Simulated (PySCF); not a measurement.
Ga₂, triplet, at a GFN2-xTB geometry (such geometries of metal compounds can be far from the true shape).

Input for PySCF:
```python
from pyscf import gto, scf

mol = gto.M(
    atom='''
Ga   -0.00000000   -0.00000000   -1.36141857
Ga    0.00000000    0.00000000    1.36141857
''',
    basis='6-31g**',
    spin=2,
    verbose=4,
    symmetry=True,
)

mf = scf.UHF(mol)
mf.kernel()
mf.analyze()
```

What does this run give for the <S^2>, nuclear repulsion energy, dipole moment, total energy?


| Item | Result |
|---|---|
| <S^2> | 2.023 |
| nuclear repulsion energy | 186.7682 Eh |
| dipole moment | 0.00 D |
| total energy | -3845.8955 Eh |

These values belong to the state on which the SCF converged, which isn't shown to be the lowest.
